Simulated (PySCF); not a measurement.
**C₆ coefficients of unlike pairs at PBE**

Calculated with PySCF 2.14 from the dipole response of each species, C₆(A,B) = (3/π) ∫ α_A(iu) α_B(iu) du, in atomic units, from isotropic polarisabilities. For ions this is the dispersion term alone; charge-induced terms of lower order in 1/R come first.

| species | configuration | basis | relativity | α (bohr³) | C₆ (like pair) |
| --- | --- | --- | --- | --- | --- |
| B²⁺ | [He] 2s1 (2S) | dyall-acv3z (15s9p4d2f) | spin-free X2C | 6.974 | 9.254 |
| Cs⁺ | [Xe] (1S) | aug-cc-pVQZ-X2C (10s9p7d4f2g) | spin-free X2C | 16.10 | 137.4 |
| B | [He] 2s2 2p1 (2P) | dyall-av2z (11s7p2d) | none | 22.72 | 111.8 |
| Cs | [Xe] 6s1 (2S) | aug-cc-pVQZ-X2C (10s9p7d4f2g) | spin-free X2C | 468.8 | 8565 |

Task: Estimate C₆ for Cs with Cs⁺.

Result: The integral gives 631.2. The combination rule 2 C_A C_B / (C_A α_B/α_A + C_B α_A/α_B) gives 547.9 and the geometric mean 1085.

No spin-orbit coupling is included.

The other pairs:

```tsv
pair	C₆
Cs, B	749.4
Cs⁺, B²⁺	31.97
B, B²⁺	32.08
B, Cs⁺	113.9
Cs, B²⁺	223.7
```
